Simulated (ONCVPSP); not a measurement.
## Mg (Z = 12), ONCV: configuration errors across variants

```json
{
 "Element": "Mg",
 "Generator": "ONCVPSP 4.0.1",
 "Type": "optimised norm-conserving Vanderbilt (ONCV)",
 "Functional": "PBE",
 "Relativity": "fully relativistic",
 "Frozen core": "[Ne]",
 "Valence charge": "2",
 "Reference configuration": "3s1.75 3p0.25",
 "Partial waves": "3s: rc 2.80 bohr, ncon 4, nbas 8, qcut 3 1/bohr, 1 projector; 3p: rc 2.50 bohr, ncon 4, nbas 9, qcut 3.1 1/bohr, 2 projectors, debl 3.1 Ha",
 "Local potential": "polynomial inside 2.30 bohr (lpopt 5, dvloc0 0 Ha)",
 "Core correction": "none"
}
```

Open shells are filled in proportion to 2j + 1.

All-electron excitation energies from the reference (eV): (1) 3s2 3p0 -0.851; (2) 3s1 3p0 7.109; (3) 3s1.5 3p0 2.293; (4) 3s0 3p2 6.332.

Errors AE − PS in meV (a dash: test not solved or not reliable):

| change | (1) | (2) | (3) | (4) | bound ghosts | GHOST(+) flags above zero |
| --- | --- | --- | --- | --- | --- | --- |
| base | +0.5 | +4.8 | -0.5 | +56 | none | none |
| s: qcut 1.9 | +0.2 | +2.9 | -0.4 | +49 | none | none |
| s: qcut 2.9 | +0.4 | +4.7 | -0.5 | +56 | none | none |
| s: qcut 3.5 | +0.5 | +5.1 | -0.6 | +57 | none | none |
| s: qcut 4 | +0.6 | +5.3 | -0.6 | +59 | none | none |
| s: qcut 4.3 | +0.6 | +5.4 | -0.7 | +61 | none | none |

Question: Give the same row for: s: qcut 2.4.

Answer: +0.3, +3.8, -0.5, +54; bound ghosts: none; GHOST(+) flags above zero: none.
